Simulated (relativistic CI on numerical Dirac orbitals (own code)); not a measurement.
**Zr³⁺ (4d) in a crystal field**

Calculated by Dirac-Coulomb-Breit CI, separate exchange-only KLI orbitals for each configuration, QED by a radiative potential, valence Slater integrals scaled by 0.7, one configuration in a parametric crystal field (own radial code).

Field parameters in Wybourne normalisation: Oh B⁴₀ = 21Dq, B⁴₄ = √(5/14) B⁴₀. The field is a parameter set, without covalency.

S is read from ⟨S²⟩ = S(S + 1).

Levels (cm⁻¹, degeneracy): 0 (4), 676 (2), 34940 (4).

**Question.** Which field gives this pattern?
A. Oh, 10Dq = 34700 cm⁻¹
B. Oh, 10Dq = 39500 cm⁻¹
C. Oh, 10Dq = 20350 cm⁻¹
D. Oh, 10Dq = 29900 cm⁻¹

**Answer.** A. Oh, 10Dq = 34700 cm⁻¹, ground level with S = 0.50.
